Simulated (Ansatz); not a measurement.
Li₆⁻. The state is a doublet with charge -1. Geometry r2SCAN/def2-TZVPD; atoms count from 1.

```xyz
6

Li    2.0708   -0.5485   -0.2198
Li   -0.7125   -1.4580   -1.3760
Li    0.6879    1.4773    1.3575
Li   -2.0756    0.5349    0.2443
Li   -0.2787   -1.2479    1.7316
Li    0.3082    1.2421   -1.7375
```

The structure comes from a short search, and lower isomers may exist.

Question: Estimate the Mulliken populations from the PBE0/def2-TZVPD orbitals of Ansatz.

Answer: 
| atom | charge (e) | spin (α − β) |
| --- | --- | --- |
| Li1 | -0.16 | 0.16 |
| Li2 | -0.18 | 0.17 |
| Li3 | -0.18 | 0.20 |
| Li4 | -0.16 | 0.15 |
| Li5 | -0.16 | 0.16 |
| Li6 | -0.16 | 0.15 |
Mulliken values depend strongly on the basis. With diffuse functions, as here, like atoms can get unlike values, and bond orders can come out too low or too high.

Question: Where does the spin sit?

Answer: Summed by element: Li 1.00, of 1 unpaired in all. Largest on single atoms: Li3 0.20, Li2 0.17, Li5 0.16.

Question: And the Mayer bond orders between heavy atoms (over 0.3)?

Answer: Li1–Li2 0.34 (3.15 Å); Li1–Li3 0.37 (2.92 Å); Li1–Li5 0.34 (3.13 Å); Li1–Li6 0.36 (2.94 Å); Li2–Li4 0.37 (2.91 Å); Li2–Li5 0.34 (3.14 Å); Li2–Li6 0.37 (2.91 Å); Li3–Li4 0.34 (3.12 Å); Li3–Li5 0.37 (2.92 Å); Li3–Li6 0.34 (3.13 Å); Li4–Li5 0.36 (2.94 Å); Li4–Li6 0.33 (3.18 Å).
